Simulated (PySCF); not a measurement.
C8H5FOS. Atoms are numbered in the order given.

```xyz
16

F      0.8964     1.8540     1.2255
C      1.2800     0.7729     0.5477
C      2.6538     0.4384     0.3889
C      2.8132    -0.7097    -0.3413
S      1.2968    -1.3844    -0.8355
C      0.3975    -0.1061    -0.0521
C     -1.0447    -0.0756    -0.0917
C     -1.9804    -0.9045    -0.6706
C     -3.2606    -0.3463    -0.3593
C     -3.0145     0.7756     0.3820
O     -1.6786     0.9465     0.5485
H      3.4647     1.0357     0.8050
H      3.7414    -1.2043    -0.6211
H     -1.7735    -1.8026    -1.2480
H     -4.2352    -0.7311    -0.6504
H     -3.6519     1.5243     0.8437
```

The structure is a stationary point at B3LYP-D3(BJ)/def2-SVP. This is a generated structure with no PubChem entry under its InChIKey; it may be hypothetical. The values are those of a single conformer.

Computed with PBE/def2-SVP (PySCF).

```
Property                                                                                                         Result
---------------------------------------------------------------------------------------------  ------------------------
total energy                                                                                         -879.88382 hartree
highest occupied level                                                                                         -4.92 eV
lowest empty level                                                                                             -1.88 eV
orbital gap                                                                                                     3.04 eV
dipole moment                                                                                                    1.02 D
quadrupole, principal values (traceless, Buckingham form, about the centre of nuclear charge)  -11.33, -3.31, 14.65 D·Å
mean static polarisability                                                                       107.8 bohr³ (15.97 Å³)
polarisability, principal values                                                               46.0, 103.6, 173.7 bohr³
```
